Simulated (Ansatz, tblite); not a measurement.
Isomers of Li$_{7}$H$_{8}$⁻ (singlet), found by a short tight-binding search and relaxed with PBE0-D4/def2-TZVPD in Ansatz.

The xTB rows come from tblite. LC-ωPBE has ω = 0.4 bohr⁻¹. Correlated methods freeze no core orbitals; core or outer-core shells of Li are correlated, in sets that lack core-valence functions.

Other spin states were run for one of them alone.

A:

```xyz
15

Li   -0.2667    0.4096   -0.3372
Li   -1.8241    0.2425    1.6878
Li   -3.1058   -1.6455    0.6716
Li   -1.3485   -1.7810   -1.1018
Li    1.3451    1.7863    1.0980
Li    3.2139    1.4792   -0.5346
Li    1.7992   -0.2047   -1.7192
H     3.5243    0.1924   -1.7292
H    -1.9659   -0.2621   -0.1385
H     0.2586   -1.0880   -1.4832
H     3.0699    2.1850    1.0965
H    -3.1022   -0.8395    2.2618
H     1.2646    1.3391   -0.7489
H    -0.2373    1.0549    1.5105
H    -2.6251   -2.8681   -0.5338
```

B:

```xyz
15

Li    0.9430    1.6940   -1.8182
Li    2.5248    0.3078   -0.6977
Li    0.1224    1.8363    0.6007
Li   -1.5286   -0.2403    1.9275
Li   -1.5197    0.0018   -0.8746
Li    0.6791   -1.6337    0.4860
Li   -1.8245   -2.1289    0.3876
H    -2.7210   -0.5945    0.4871
H    -0.7510   -1.9515    1.7870
H     1.7219    1.9781   -0.1692
H    -0.7164    1.2651    2.0085
H    -0.7399    1.5649   -1.1335
H     2.3159   -1.0964    0.3428
H     2.1819    0.6518   -2.4724
H    -0.6878   -1.6546   -0.8614
```

Question: Estimate their order by electronic energy at CCSD(T)/def2-TZVPD, counted from the lowest.

Answer: A (0.0) < B (6.8), in kcal/mol.

Question: Do the other levels pick the same lowest one?

Answer: Not GFN1-xTB. Energies above each level's lowest (kcal/mol):

```
               level     A    B
            GFN1-xTB  14.4  0.0
       HF/def2-TZVPD   0.0  8.4
   PBE-D4/def2-TZVPD   0.0  5.6
r2SCAN-D4/def2-TZVPD   0.0  5.4
  PBE0-D4/def2-TZVPD   0.0  5.7
 BHLYP-D4/def2-TZVPD   0.0  7.1
  LC-ωPBE/def2-TZVPD   0.0  5.6
      MP2/def2-TZVPD   0.0  7.1
     CCSD/def2-TZVPD   0.0  7.1
  CCSD(T)/def2-TZVPD   0.0  6.8
```
Point groups (tolerance 0.1 Å): A not assigned, B not assigned. Lower isomers may exist.
